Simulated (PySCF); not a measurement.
A species of formula C5H6FNO has this rotational fingerprint, computed with CAM-B3LYP/def2-SVPD in PySCF (dipole) on a GFN2-xTB geometry, gas phase:

```
Rotational constants : A = 5303, B = 1288, C = 1057 MHz
Dipole components    : |μa| = 1.26 D, |μb| = 1.82 D, |μc| = 0.73 D
Inertial defect      : -9.65 u·Å²
κ                    : -0.89
```

Task: Which candidate fits, each taken in the one conformer that was computed?
A. `[O:1]=[CH:2][NH:3][C@@H:4]1[CH:5]=[CH:6][C@H:7]1[F:8]` with O1–C2–N3–C4 1°, C2–N3–C4–C5 -132°
B. `[CH:1]#[C:2][C@@H:3]([CH2:4][F:5])[C:6]([NH2:7])=[O:8]` with C2–C3–C4–F5 -78°, C2–C3–C6–N7 39°, C3–C6–N7–H -8° and -179°
C. `[CH3:1][c:2]1[cH:3][c:4]([CH2:5][F:6])[n:7][o:8]1` with C3–C4–C5–F6 -24°

Result: C. It is Cc1cc(CF)no1, an asymmetric top, point group C1. The candidates at the same level (rigid rotor, commonest isotopes):

| SMILES | A (MHz) | B (MHz) | C (MHz) | μa (D) | μb (D) | μc (D) | Δ (u·Å²) | point group | rotor |
| --- | --- | --- | --- | --- | --- | --- | --- | --- | --- |
| C#C[C@@H](CF)C(N)=O | 2504 | 1764 | 1098 | 1.96 | 3.30 | 0.44 | -27.96 | C1 | asymmetric top |
| Cc1cc(CF)no1 | 5303 | 1288 | 1057 | 1.26 | 1.82 | 0.73 | -9.65 | C1 | asymmetric top |
| O=CN[C@@H]1C=C[C@H]1F | 3946 | 1333 | 1123 | 1.60 | 3.67 | 3.01 | -57.18 | C1 | asymmetric top |

`O=CN[C@@H]1C=C[C@H]1F` has A 26 % too low; `C#C[C@@H](CF)C(N)=O` has A 53 % too low. No structure here is proved a minimum.
